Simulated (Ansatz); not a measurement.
Te (SMILES [Te-]), charge -1, doublet (core potentials on Te) (a gas-phase anion, which may not be bound at this level); B3LYP/def2-SVP in Ansatz (a first-principles code).

Input for Ansatz:
Ansatz 0.2 input:
```yaml
crystal:
  periodic: [false, false, false]
  atoms:
    - {symbol: Te, position_ang: [0.00000000, 0.00000000, 0.00000000]}
basis:
  gaussian:
    orbitals: def2-SVP
hamiltonian:
  xc: b3lyp
total_charge: -1
magnetization: {spin_polarized: true, initial_magnetization: 1}
accuracy: high
```

What does Ansatz print? Leave out banner, timings and long lists.


```
Functional definition: B3LYP
232 factors; integrals over basis functions are off by at most 1.6e-9 eV
mean field evaluation 1: about -7295.7217 eV, gradient 8.2e0 eV
mean field evaluation 2: about -7295.8954 eV, gradient 6.0e0 eV
mean field evaluation 4: about -7296.0638 eV, gradient 1.1e-1 eV
mean field evaluation 8: about -7296.0632 eV, gradient 2.1e-3 eV
mean field evaluation 16: about -7296.0632 eV, gradient 8.4e-9 eV
mean field evaluation 32: about -7296.0631 eV, gradient 6.2e-2 eV
mean field -7296.06316961 eV, -268.1253760338 hartree, gradient 4.6e-8 eV, S^2 0.751319; 1 other end points of the search recorded, 0 dependent functions left out
reference -7296.06319014 eV, -268.1253767882 hartree; 13, 12 occupied and 13, 14 virtual orbitals, 232 factors
Total energy: -7296.06319014 eV, -268.1253767882 hartree
```
